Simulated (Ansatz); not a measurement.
Cartesian coordinates in Å:
```
F 1.967 0.531 0.538
C 0.656 0.184 0.956
N -0.348 0.981 0.357
C -0.673 0.354 -0.932
Si -0.037 -1.237 -0.117
H 0.680 0.231 2.045
H -0.277 1.989 0.425
H -1.731 0.428 -1.188
H -0.068 0.705 -1.776
H -1.095 -2.056 0.526
H 0.926 -2.111 -0.834
```

Total charge 0; spin multiplicity 1.

Q: List the PBE0/def2-TZVPP orbital energies in eV (the Gaussian-basis code of Ansatz). (Best estimate.)

A: Ansatz gave: Occupied: -1802.66, -673.11, -391.70, -280.44, -278.78, -145.01, -99.67, -99.65, -99.65, -32.74, -26.06, -19.34, -18.16, -15.31, -13.96, -13.77, -12.95, -11.99, -11.62, -10.17, -9.77, -8.80, -8.18, -7.33. Lowest empty: 0.01, 0.97, 1.43, 1.79, 1.97, 2.50, 2.68, 3.22.
